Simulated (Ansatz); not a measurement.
A first, cheap relaxation of `F[C]1(S)[NH][AlH]1`.

```yaml
crystal:
  periodic: [false, false, false]
  atoms:
    - {symbol: F, position_ang: [-1.252700, 0.553600, 1.182900]}
    - {symbol: C, position_ang: [-0.260000, 0.375500, 0.293400]}
    - {symbol: S, position_ang: [1.282200, 1.209700, 0.681400]}
    - {symbol: N, position_ang: [-0.596800, 0.549500, -1.111000]}
    - {symbol: Al, position_ang: [-0.183400, -1.290000, -0.647300]}
    - {symbol: H, position_ang: [1.472500, 0.478000, 1.877000]}
    - {symbol: H, position_ang: [0.155000, 0.883900, -1.683200]}
    - {symbol: H, position_ang: [-0.524500, -2.817200, -0.649000]}
basis:
  gaussian: {orbitals: def2-SVP}
hamiltonian: {xc: pbe, dispersion: d4}
relax: {f_tol: 0.03, max_steps: 200}
```

```sh
$ ansatz run in.yaml --threads 2 --pin off --events-out ev --progress --plain --max-ram 4352MiB
```

Output, abridged:

```
Functional definition: PBE
mean field -22699.10964863 eV, -834.1768935780 hartree, gradient 3.4e-5 eV, S^2 0.000000; 1 other end points of the search recorded, 0 dependent functions left out
relax step   1: F+E_penalty+E_count = -22699.30453309 eV  Δ(F+E_penalty+E_count) = +0.000e0 eV  max|allowed force component| = 2.148e0 eV/Å  Δτ_max = 0.0000 Å  (45 SCF iters, accepted)
mean field -22699.64857364 eV, -834.1966987068 hartree, gradient 2.4e-5 eV, S^2 0.000000; 0 other end points of the search recorded, 0 dependent functions left out
relax step   2: F+E_penalty+E_count = -22699.84153779 eV  Δ(F+E_penalty+E_count) = -5.370e-1 eV  max|allowed force component| = 1.562e0 eV/Å  Δτ_max = 0.1953 Å  (36 SCF iters, accepted)
mean field -22699.92409224 eV, -834.2068238288 hartree, gradient 2.1e-5 eV, S^2 0.000000; 0 other end points of the search recorded, 0 dependent functions left out
relax step   3: F+E_penalty+E_count = -22700.11614265 eV  Δ(F+E_penalty+E_count) = -2.746e-1 eV  max|allowed force component| = 1.901e0 eV/Å  Δτ_max = 0.1931 Å  (34 SCF iters, accepted)
mean field -22700.06499693 eV, -834.2120019806 hartree, gradient 1.6e-5 eV, S^2 0.000000; 0 other end points of the search recorded, 0 dependent functions left out
relax step   4: F+E_penalty+E_count = -22700.25706724 eV  Δ(F+E_penalty+E_count) = -1.409e-1 eV  max|allowed force component| = 1.499e0 eV/Å  Δτ_max = 0.1107 Å  (31 SCF iters, accepted)
mean field -22700.17064739 eV, -834.2158845633 hartree, gradient 1.9e-5 eV, S^2 0.000000; 0 other end points of the search recorded, 0 dependent functions left out
relax step   5: F+E_penalty+E_count = -22700.36299494 eV  Δ(F+E_penalty+E_count) = -1.059e-1 eV  max|allowed force component| = 1.469e0 eV/Å  Δτ_max = 0.1952 Å  (35 SCF iters, accepted)
mean field -22700.25946108 eV, -834.2191484061 hartree, gradient 2.2e-5 eV, S^2 0.000000; 0 other end points of the search recorded, 0 dependent functions left out
relax step   6: F+E_penalty+E_count = -22700.45103690 eV  Δ(F+E_penalty+E_count) = -8.804e-2 eV  max|allowed force component| = 4.209e-1 eV/Å  Δτ_max = 0.2000 Å  (29 SCF iters, accepted)
mean field -22700.27506802 eV, -834.2197219508 hartree, gradient 2.1e-5 eV, S^2 0.000000; 0 other end points of the search recorded, 0 dependent functions left out
relax step   7: F+E_penalty+E_count = -22700.46635683 eV  Δ(F+E_penalty+E_count) = -1.532e-2 eV  max|allowed force component| = 7.283e-1 eV/Å  Δτ_max = 0.1230 Å  (30 SCF iters, accepted)
mean field -22700.29245482 eV, -834.2203609037 hartree, gradient 1.8e-5 eV, S^2 0.000000; 0 other end points of the search recorded, 0 dependent functions left out
relax step   8: F+E_penalty+E_count = -22700.48398317 eV  Δ(F+E_penalty+E_count) = -1.763e-2 eV  max|allowed force component| = 2.447e-1 eV/Å  Δτ_max = 0.0642 Å  (29 SCF iters, accepted)
mean field -22700.29663732 eV, -834.2205146079 hartree, gradient 1.5e-5 eV, S^2 0.000000; 0 other end points of the search recorded, 0 dependent functions left out
relax step   9: F+E_penalty+E_count = -22700.48799285 eV  Δ(F+E_penalty+E_count) = -4.010e-3 eV  max|allowed force component| = 1.799e-1 eV/Å  Δτ_max = 0.0336 Å  (30 SCF iters, accepted)
mean field -22700.29880193 eV, -834.2205941556 hartree, gradient 1.7e-5 eV, S^2 0.000000; 0 other end points of the search recorded, 0 dependent functions left out
relax step  10: F+E_penalty+E_count = -22700.49007905 eV  Δ(F+E_penalty+E_count) = -2.086e-3 eV  max|allowed force component| = 4.088e-2 eV/Å  Δτ_max = 0.0466 Å  (31 SCF iters, accepted)
mean field -22700.29890893 eV, -834.2205980881 hartree, gradient 1.8e-5 eV, S^2 0.000000; 0 other end points of the search recorded, 0 dependent functions left out
relax step  11: F+E_penalty+E_count = -22700.49019949 eV  Δ(F+E_penalty+E_count) = -1.204e-4 eV  max|allowed force component| = 1.589e-2 eV/Å  Δτ_max = 0.0041 Å  (33 SCF iters, accepted)
mean field -22700.29890893 eV, -834.2205980881 hartree, gradient 2.3e-5 eV, S^2 0.000000; 1 other end points of the search recorded, 0 dependent functions left out
Total energy: -22700.49023574 eV, -834.2276292186 hartree
Atom 0 at    -1.080636     0.860894     1.089793 Å, force     0.004150    -0.001171    -0.004550 eV/Å
Atom 1 at    -0.084014     0.228215     0.341894 Å, force    -0.000526    -0.004352     0.009662 eV/Å
Atom 2 at     1.530145     0.990298     0.778574 Å, force    -0.001839     0.001817    -0.002565 eV/Å
Atom 3 at    -0.319213     0.203609    -1.073038 Å, force     0.000577     0.015887    -0.002342 eV/Å
Atom 4 at    -0.381931    -1.494574    -0.547391 Å, force    -0.002317    -0.011795     0.004815 eV/Å
Atom 5 at     1.310532     1.034351     2.122621 Å, force    -0.001083    -0.000792    -0.000572 eV/Å
Atom 6 at    -0.296702     1.071582    -1.623012 Å, force     0.000468     0.001179    -0.003793 eV/Å
Atom 7 at    -0.585882    -2.951374    -1.145241 Å, force     0.000570    -0.000773    -0.000655 eV/Å
Dipole moment:    -0.045763    -0.361985    -0.160274 e Å
```

Hardware: 2 threads of an Arm Neoverse V1 on a shared host. Wall time 26 s, peak host memory 0.18 GiB.
